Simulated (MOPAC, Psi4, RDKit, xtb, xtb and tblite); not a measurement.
Two geometries of C12H5F5, SMILES Fc1c(F)c(F)c(-c2ccccc2)c(F)c1F, relaxed at GFN2-xTB with one dihedral held; other torsions can differ between them too.

Structure A

```
22

F      4.7581    -0.9219    -0.2172
C      3.4497    -0.6673    -0.1908
C      2.9278     0.3870    -0.9345
F      3.7380     1.1411    -1.6803
C      1.5610     0.6427    -0.8999
F      1.0731     1.6556    -1.6226
C      0.6933    -0.1249    -0.1286
C     -0.7648     0.1376    -0.1278
C     -1.6217    -0.7148    -0.8136
C     -2.9796    -0.4531    -0.8372
C     -3.4859     0.6583    -0.1846
C     -2.6313     1.5133     0.4905
C     -1.2717     1.2604     0.5149
C      1.2361    -1.1821     0.5960
F      0.4305    -1.9492     1.3369
C      2.5997    -1.4560     0.5787
F      3.0951    -2.4699     1.2913
H     -1.2228    -1.5798    -1.3221
H     -3.6424    -1.1181    -1.3698
H     -4.5463     0.8595    -0.2046
H     -3.0223     2.3826     0.9970
H     -0.6013     1.9261     1.0377
```

Structure B

```
22

F     -4.7536    -1.1133    -0.3187
C     -3.4719    -0.7570    -0.2430
C     -2.9948     0.3441    -0.9424
F     -3.8227     1.0640    -1.7034
C     -1.6533     0.7000    -0.8630
F     -1.3087     1.8151    -1.5207
C     -0.7225     0.0180    -0.0650
C      0.7203     0.3286    -0.0874
C      1.5782    -0.1309     0.9165
C      2.9429     0.0696     0.8337
C      3.4949     0.7040    -0.2653
C      2.6626     1.1367    -1.2828
C      1.2967     0.9430    -1.2044
C     -1.2386    -1.1019     0.6045
F     -0.4514    -1.9040     1.3315
C     -2.5761    -1.4773     0.5360
F     -2.9912    -2.5521     1.2111
H      1.1862    -0.5902     1.8079
H      3.5779    -0.2821     1.6327
H      4.5618     0.8545    -0.3309
H      3.0777     1.6198    -2.1544
H      0.6934     1.2572    -2.0383
```

Which is lower in energy at the level Psi4 with B3LYP-D3(BJ)/def2-SVP // GFN2-xTB, and by how much?

A is lower, by 1.39 kcal/mol (dihedral C5–C7–C8–C9: 105° in A, 165° in B).

E(B) − E(A) in kcal/mol at the other levels, on the same two geometries: GFN2-xTB (xtb and tblite) 1.99; MMFF94 // GFN2-xTB (RDKit) 2.98; B3LYP/def2-SVP // GFN2-xTB (Psi4) 1.54; PBE/def2-SVP // GFN2-xTB (Psi4) 1.10; PBE-D3(BJ)/def2-SVP // GFN2-xTB (Psi4) 1.04; UFF // GFN2-xTB (RDKit) 8.73; PM3, restricted, heats of formation // GFN2-xTB (MOPAC) 5.99; PM6, restricted, heats of formation // GFN2-xTB (MOPAC) 6.55; GFN1-xTB // GFN2-xTB (xtb) 0.37.
